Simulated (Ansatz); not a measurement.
Born–Oppenheimer molecular dynamics of AlH$_{4}$NO$_{2}$ (8 atoms, charge 0, multiplicity 1). It starts from a relaxed structure.

Theory: Ansatz 0.2.0, RKS PBE0-D4/STO-3G.

| Property | Result |
| --- | --- |
| ensemble | NVT, Langevin thermostat |
| time step | 1 fs |
| steps asked | 250 |
| set temperature | 1000 K |
| friction | 0.05 /fs |
| seed | 395732 |

First frame:

```xyz
8
Properties=species:S:1:pos:R:3
Al 0.117 -0.263 0.101
N -0.076 -0.013 1.800
H -0.967 0.003 2.317
H 0.698 0.146 2.461
O 1.693 -0.247 -0.544
H 1.560 -0.412 -1.537
O -1.209 -0.523 -0.943
H -2.026 -0.490 -0.341
```

Question: How far do the bonds stretch over the last three quarters of this one trajectory? (Pairs bonded in most of those frames.)

Answer: 
| bond | mean (Å) | spread (Å) | shortest | longest |
| --- | --- | --- | --- | --- |
| Al1–N2 | 1.765 | 0.064 | 1.64 | 1.92 |
| Al1–O5 | 1.696 | 0.062 | 1.58 | 1.84 |
| Al1–O7 | 1.725 | 0.066 | 1.60 | 1.85 |
| N2–H3 | 1.047 | 0.035 | 0.97 | 1.11 |
| N2–H4 | 1.049 | 0.035 | 0.97 | 1.17 |
| O5–H6 | 1.024 | 0.047 | 0.92 | 1.12 |
| O7–H8 | 1.031 | 0.057 | 0.92 | 1.16 |

Mean temperature of the second half: 1160 K. The mean temperature of the second half is 16 % above the set value. A run of 0.25 ps of so small a system gives no equilibrium averages. Limits of this set-up: minimal basis.

Run time: 5.4 min on 1 thread of Arm Neoverse V1 (shared host), peak memory 0.084 GiB.
